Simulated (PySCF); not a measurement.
This PySCF input asks for the NMR shieldings of SMILES C[NH2+][BH2-][C@@H](/C=C\F)CC#N, C₆H₁₂BFN₂; the geometry comes from GFN2-xTB.

```python
import basis_set_exchange as bse
import numpy as np
from pyscf import gto, dft
from pyscf.prop import nmr

atoms = """
C     2.936811   -0.869301   -0.024741
N     1.554371   -0.558317   -0.378969
B     0.752478    0.343465    0.707285
C    -0.732732    0.620282    0.025258
C    -1.484326   -0.648659   -0.161645
C    -1.400764   -1.450260   -1.210251
F    -0.595849   -1.154743   -2.276484
C    -1.536782    1.588277    0.909905
C    -2.812109    1.886934    0.317791
N    -3.818207    2.100272   -0.184493
H     3.420132   -1.488830   -0.781827
H     2.950050   -1.391498    0.929580
H     3.492883    0.058638    0.089092
H     1.018633   -1.416335   -0.496400
H     1.518045   -0.062761   -1.267735
H     0.682018   -0.297666    1.707628
H     1.360964    1.358073    0.832174
H    -0.594616    1.090512   -0.955311
H    -2.127655   -0.971568    0.643625
H    -1.920746   -2.382017   -1.361796
H    -1.695158    1.146937    1.897334
H    -0.977852    2.517948    1.039133
"""
names = dict.fromkeys(["C", "N", "B", "F", "H"], "pcSseg-1")
basis = {el: gto.basis.parse(bse.get_basis(n, elements=[el], fmt="nwchem")) for el, n in names.items()}
mol = gto.M(atom=atoms, basis=basis, charge=0, verbose=0)
mf = dft.RKS(mol, xc="PBE0")
mf.grids.level = 2
mf.grids.alignment = dft.numint.BLKSIZE   # the property module wants whole blocks of grid points
mf.conv_tol = 1e-9
mf.kernel()

calc = nmr.RKS(mf)   # GIAO
C = mf.mo_coeff
Co = C[:, mf.mo_occ > 0]
resp = mf.gen_response(singlet=True, hermi=2)
def vind(x):   # induced exchange potential for any number of trial vectors
    d = np.einsum("pi,xij,qj->xpq", C, 2 * x.reshape(-1, C.shape[1], Co.shape[1]), Co, optimize=True)
    return np.einsum("xpq,pi,qj->xij", resp(d - d.transpose(0, 2, 1)), C, Co, optimize=True).ravel()
mo1, _ = nmr.rhf.solve_mo1(calc, with_cphf=vind)
sigma = calc.kernel(mo1)
for i, s in enumerate(sigma):   # ppm
    print("%2d %-2s %9.2f" % (i, mol.atom_pure_symbol(i), np.trace(s) / 3))
```

Task: What does it print?

Result: 
```
 0 C     153.73
 1 N     215.17
 2 B     116.49
 3 C     154.86
 4 C      55.06
 5 C      32.76
 6 F     316.12
 7 C     165.83
 8 C      60.49
 9 N     -27.51
10 H      29.05
11 H      29.08
12 H      28.92
13 H      28.40
14 H      28.84
15 H      30.24
16 H      29.81
17 H      29.64
18 H      26.40
19 H      24.73
20 H      29.74
21 H      29.36
```

These numbers come from an equivalent density-fitted implementation of the same equations, which agrees with the script to about 0.01 ppm for H and up to a few tenths of a ppm for heavy atoms, so last digits may differ.

Size and cost of the density-fitted run: 230 basis functions, 55 s wall time on 1 thread of an Arm Neoverse V1, shared host; peak memory 1.1 GiB.
